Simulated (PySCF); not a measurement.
Potential energy curve for InCl, singlet.

UHF/def2-SVP, def2 effective core potentials past Kr (PySCF); UKS-BLYP = unrestricted BLYP/def2-SVP, def2 effective core potentials past Kr in PySCF 2.14.0; RHF/def2-SVP, def2 effective core potentials past Kr (PySCF).

Magnitude of the dipole moment (D; its direction can reverse along the curve, and a method can change to another solution) and Mulliken charge of the fragment that holds In1:

```csv
R / Å,μ UHF,q UHF,μ UKS-BLYP,q UKS-BLYP,μ RHF,q RHF
1.80,1.10,0.30,0.95,0.09,1.10,0.30
1.94,0.21,0.33,0.17,0.14,0.21,0.33
2.03,0.40,0.36,0.37,0.17,0.40,0.36
2.16,1.34,0.41,1.16,0.22,1.34,0.41
2.25,2.00,0.44,1.71,0.26,2.00,0.44
2.32,2.53,0.46,2.13,0.28,2.53,0.46
2.41,3.21,0.49,2.66,0.31,3.21,0.49
2.48,3.74,0.51,3.06,0.33,3.74,0.51
2.54,4.19,0.53,3.40,0.35,4.19,0.53
2.63,4.87,0.55,3.89,0.36,4.87,0.55
2.80,6.14,0.59,4.77,0.39,6.14,0.59
3.02,7.73,0.63,5.80,0.42,7.73,0.63
3.25,9.33,0.66,6.74,0.43,9.33,0.66
3.65,11.95,0.71,8.10,0.44,11.95,0.71
3.98,13.97,0.74,8.97,0.44,13.97,0.74
4.31,4.66,0.21,9.70,0.44,15.92,0.77
4.82,1.21,0.04,10.33,0.43,18.81,0.82
5.25,0.48,0.01,10.85,0.43,21.17,0.85
5.87,0.15,0.00,11.64,0.42,24.43,0.88
6.47,0.06,0.00,12.42,0.41,27.36,0.90
7.26,0.03,0.00,13.44,0.39,30.72,0.89
```

The unrestricted determinant behind UHF is spin-contaminated at 4.31 to 7.26 Å (<S²> up to 1.0, against 0.00 for a pure singlet). The unrestricted determinant behind UKS-BLYP is spin-contaminated at 4.82 to 7.26 Å (<S²> up to 0.6, against 0.00 for a pure singlet). At the longest distance UKS-BLYP leaves fractional charges on the fragments, a sign of delocalisation error or of the restricted form. The restricted form behind RHF keeps the bonding electrons paired and can't separate into open-shell fragments.
